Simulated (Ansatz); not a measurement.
```yaml
crystal:
  periodic: [false, false, false]
  atoms:
    - {symbol: B, position_ang: [-1.506775, 1.843756, -0.189044]}
    - {symbol: Ge, position_ang: [0.438807, 1.408170, -0.608869]}
    - {symbol: Si, position_ang: [0.956847, -0.567404, 0.648253]}
    - {symbol: C, position_ang: [-0.073748, -2.025214, 0.074730]}
    - {symbol: H, position_ang: [-2.392512, 1.309543, -0.788258]}
    - {symbol: H, position_ang: [-1.790033, 2.564505, 0.720772]}
    - {symbol: H, position_ang: [0.688381, 1.065160, -2.091460]}
    - {symbol: H, position_ang: [1.434930, 2.507132, -0.194574]}
    - {symbol: H, position_ang: [0.713755, -0.299887, 2.093624]}
    - {symbol: H, position_ang: [2.408134, -0.860724, 0.482806]}
    - {symbol: H, position_ang: [-1.138692, -1.832666, 0.221797]}
    - {symbol: H, position_ang: [0.091175, -2.220093, -0.987197]}
    - {symbol: H, position_ang: [0.190134, -2.926977, 0.632119]}
basis:
  gaussian: {orbitals: def2-SVPD}
magnetization: {spin_polarized: true, initial_magnetization: 8}
hamiltonian: {xc: {name: HSE06}, dispersion: d3bj}
```

```sh
$ ansatz run in.yaml --threads 4 --pin off --events-out ev --progress --plain --max-ram 10444MiB
```

It prints (some lines left out):

```
Functional definition: HSE06
1593 factors; their error is unknown
225 factors; integrals over basis functions are off by at most 3.6e-7 eV
mean field evaluation 1: about -66197.4701 eV, gradient 3.8e1 eV
mean field evaluation 2: about -66124.9868 eV, gradient 8.8e1 eV
mean field evaluation 4: about -66188.7888 eV, gradient 3.7e1 eV
mean field evaluation 8: about -66206.1846 eV, gradient 1.4e0 eV
mean field evaluation 16: about -66206.5179 eV, gradient 2.7e-5 eV
mean field -66206.51789134 eV, -2433.0446561173 hartree, gradient 7.6e-6 eV, S^2 20.013939; 10 other end points of the search recorded, 0 dependent functions left out
reference -66206.51797580 eV, -2433.0446592210 hartree; 37, 29 occupied and 137, 145 virtual orbitals, 1593 factors
Total energy: -66206.72804263 eV, -2433.0523790345 hartree
```

In this input the spin is set far too high for this molecule. The run converged. The result belongs to that input, not to the molecule as meant.
